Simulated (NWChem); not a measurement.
System: SiH₃SeCl; SMILES Cl[SiH2][SeH]

```xyz
6

Si    -0.8992     0.6562     0.0018
Cl     0.5449     2.1309    -0.0008
Se     0.2303    -1.3218     0.0009
H     -1.7391     0.8173     1.2207
H     -1.7427     0.8079    -1.2159
H     -1.0241    -2.0953    -0.0474
```
Atoms are numbered in this order, from 1.

Program: NWChem. Coordinates come from a PBE0/def2-SVP optimisation. Level M06-L/def2-SVP: energy and gradient on several grids; changes count from the extra-fine grid, which is no exact limit either.

```csv
grid,size of the energy change (μHa),largest change of a gradient component (μHa/bohr),"time, medium = 1 (rough)"
xcoarse,3000,10000,about 1
coarse,< 10,2000,about 1
medium,30,300,about 1
fine,20,60,about 1
xfine,< 10,< 30,2
```
